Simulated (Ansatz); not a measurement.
# Which is lower?

The two ends of one reaction step of Si₂NH₇O, closed shell (PBE0-D4/def2-TZVP).

A:

| atom | x (Å) | y (Å) | z (Å) |
| --- | --- | --- | --- |
| Si1 | -0.7583 | 0.3199 | -0.6505 |
| N2 | 0.6580 | 1.4745 | 0.1165 |
| O3 | -0.6263 | 0.5669 | -2.1605 |
| H4 | 0.4871 | 2.3976 | -0.2762 |
| H5 | -1.8605 | 0.9215 | 0.1768 |
| Si6 | -0.1491 | -1.7475 | 0.3084 |
| H7 | 1.5537 | 1.1581 | -0.2452 |
| H8 | 0.7087 | 1.5439 | 1.1294 |
| H9 | 1.2001 | -2.1733 | -0.1628 |
| H10 | -1.1306 | -2.8098 | -0.0357 |
| H11 | -0.0829 | -1.6517 | 1.7998 |

B:

| atom | x (Å) | y (Å) | z (Å) |
| --- | --- | --- | --- |
| Si1 | -0.4086 | 0.5095 | -0.1534 |
| N2 | 0.7776 | 1.4333 | 0.6589 |
| O3 | -0.3788 | 0.6108 | -1.8035 |
| H4 | -0.4540 | 1.4848 | -2.1916 |
| H5 | -1.6962 | 1.0429 | 0.3765 |
| Si6 | -0.1042 | -1.7723 | 0.2599 |
| H7 | 1.7634 | 1.2387 | 0.6256 |
| H8 | 0.5665 | 2.2942 | 1.1321 |
| H9 | 1.3113 | -2.1513 | -0.0136 |
| H10 | -0.9887 | -2.6218 | -0.5821 |
| H11 | -0.3884 | -2.0686 | 1.6913 |

Program: Ansatz 0.2.0. Basis: def2-TZVPP. Cores are frozen in the correlated methods. B3LYP uses VWN-RPA correlation.

**Question.** Which structure is lower at CCSD(T), and by how much? (To be estimated.)

**Answer.** By the calculation: B, by 126.6 kJ/mol (electronic energy, against the other). By their contacts, A is Si₂NH₇O ([NH3][SiH]([O])[SiH3]) and B is Si₂NH₇O ([NH2][SiH]([OH])[SiH3]).

All methods give the same order:

```csv
method,E(B) − E(A) (kJ/mol)
SPW92,-119.5
PBE-D4,-110.1
BLYP-D4,-109.7
r2SCAN-D4,-120.6
B97M-V,-120.6
PBE0-D4,-126.4
B3LYP-D4,-123.9
r2SCAN0-D4,-132.6
BHLYP-D4,-140.5
CAM-B3LYP-D4,-132.7
wB97X-V,-131.4
wB97M-V,-129.9
B2PLYP,-123.5
PBE-QIDH,-131.6
RPA on PBE,-121.0
HF,-154.7
MP2,-124.1
CCSD,-133.2
CCSD(T),-126.6
```

No T1 diagnostic of these runs exceeds 0.016.

Labels in which every atom is bracketed show which atoms are joined, not bond orders.

For scale, one of the runs: CCSD(T)/def2-TZVPP, 244 basis functions, launched by `ansatz run in.yaml --threads 4 --pin off --events-out ev --progress --plain --max-ram 9574MiB`. Hardware: 4 CPU threads of an Arm Neoverse V1, shared host. Wall time 100 s; peak host memory 4.6 GiB.
